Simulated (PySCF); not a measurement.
Atomic charges against the basis set

Species: C₃H₄BF₂N.
Cartesian coordinates in Å at the PBE0-D3(BJ)/def2-SVP level; atoms count from 1:
```
atom  x, y, z in Å
N1    -2.6406    0.8701    0.1444
C2    -1.6932    0.0544    0.3786
C3    -0.2796    0.2431    0.0425
C4     0.6851   -0.6524    0.3259
B5     2.1651   -0.3966   -0.0484
F6     3.1141   -1.2618    0.2560
F7     2.5307    0.7014   -0.6890
H8    -2.2771    1.7081   -0.3268
H9    -1.9437   -0.8942    0.8844
H10   -0.0201    1.1799   -0.4690
H11    0.4050   -1.5805    0.8383
```

PBE0 throughout (PySCF), one geometry, spherical d and f functions. Isolated species at its PBE0-D3(BJ)/def2-SVP geometry (one conformer only). Atoms taken as equivalent share a column and are averaged. The first 7 of 10 kinds of atom are listed.

Mulliken charges (e):

```
        basis  functions      N1      C2      C3      C4      B5   F6/F7      H8
       STO-3G         39  -0.292  +0.015  -0.085  -0.187  +0.361  -0.119  +0.172
        6-31G         71  -0.465  -0.006  -0.145  -0.371  +0.719  -0.295  +0.278
     pcSseg-0         71  -0.558  +0.057  -0.240  -0.656  +0.986  -0.316  +0.300
       6-31G*        106  -0.517  +0.032  -0.160  -0.356  +0.646  -0.258  +0.311
      cc-pVDZ        118  -0.148  +0.037  -0.063  -0.072  +0.238  -0.092  +0.092
     def2-SVP        118  -0.125  -0.020  -0.035  -0.113  +0.245  -0.107  +0.109
  aug-cc-pVDZ        197  -0.362  +0.391  +1.233  +0.337  +0.921  -0.435  +0.006
6-311+G(2d,p)        213  -0.337  -0.228  +0.464  -0.770  +0.957  -0.331  +0.210
    def2-TZVP        241  -0.284  -0.061  +0.004  -0.318  +0.538  -0.235  +0.206
      cc-pVTZ        266  -0.231  -0.027  -0.070  -0.190  +0.377  -0.189  +0.143
     IGLO-III        285  -0.424  +0.118  -0.028  -0.338  +0.863  -0.346  +0.214
     pcSseg-2        308  -0.250  +0.099  +0.043  -0.258  +0.771  -0.330  +0.111
```

IAO charges (e):

```csv
basis,functions,N1,C2,C3,C4,B5,F6/F7,H8
STO-3G,39,-0.283,-0.043,-0.137,-0.267,+0.450,-0.158,+0.192
6-31G,71,-0.382,+0.008,-0.112,-0.314,+0.679,-0.300,+0.241
pcSseg-0,71,-0.361,+0.005,-0.113,-0.308,+0.656,-0.287,+0.233
6-31G*,106,-0.396,+0.035,-0.108,-0.320,+0.726,-0.311,+0.238
cc-pVDZ,118,-0.390,+0.032,-0.107,-0.321,+0.709,-0.307,+0.240
def2-SVP,118,-0.385,+0.033,-0.104,-0.317,+0.706,-0.305,+0.237
aug-cc-pVDZ,197,-0.415,+0.037,-0.108,-0.325,+0.723,-0.315,+0.250
"6-311+G(2d,p)",213,-0.415,+0.037,-0.108,-0.328,+0.729,-0.318,+0.250
def2-TZVP,241,-0.413,+0.038,-0.108,-0.329,+0.737,-0.320,+0.249
cc-pVTZ,266,-0.410,+0.036,-0.109,-0.329,+0.735,-0.319,+0.249
IGLO-III,285,-0.416,+0.037,-0.109,-0.329,+0.735,-0.320,+0.251
pcSseg-2,308,-0.414,+0.038,-0.109,-0.328,+0.736,-0.320,+0.250
```

Some averages cover members that differ in this geometry, most widely: F6/F7, Mulliken in aug-cc-pVDZ -0.498 to -0.372; F6/F7, Mulliken in 6-311+G(2d,p) -0.370 to -0.291 e.

Task: Which scheme is steadiest as the basis changes?

Result: Largest range over the bases for any column: IAO 0.29 e, Mulliken 1.47 e. IAO charges move least and Mulliken charges most, counted in e. Without the minimal STO-3G basis the ranges are IAO 0.08, Mulliken 1.47 e.

Task: How much do the charges still move between the two largest bases, IGLO-III and pcSseg-2?

Result: At most, over all atoms: Mulliken 0.175 e, IAO 0.002 e.

Task: What do the same runs give for the total energy, the frontier levels and the dipole moment?

Result: 
```
        basis  energy (Eh)  HOMO (eV)  LUMO (eV)  μ (D)
       STO-3G    -390.3599      -5.19       0.70   1.70
        6-31G    -395.5662      -7.79      -2.47   0.24
     pcSseg-0    -394.7791      -7.83      -2.66   0.34
       6-31G*    -395.6663      -7.89      -2.21   0.56
      cc-pVDZ    -395.6984      -7.96      -2.34   0.23
     def2-SVP    -395.3820      -7.98      -2.45   0.28
  aug-cc-pVDZ    -395.7246      -8.22      -2.61   0.38
6-311+G(2d,p)    -395.8033      -8.27      -2.64   0.36
    def2-TZVP    -395.8402      -8.20      -2.57   0.35
      cc-pVTZ    -395.8240      -8.15      -2.52   0.31
     IGLO-III    -395.8487      -8.25      -2.61   0.38
     pcSseg-2    -395.8391      -8.23      -2.62   0.36
```

The dipole is fixed by the density alone, so its range of 1.47 D shows that the density itself changes with the basis, not only its division among atoms.
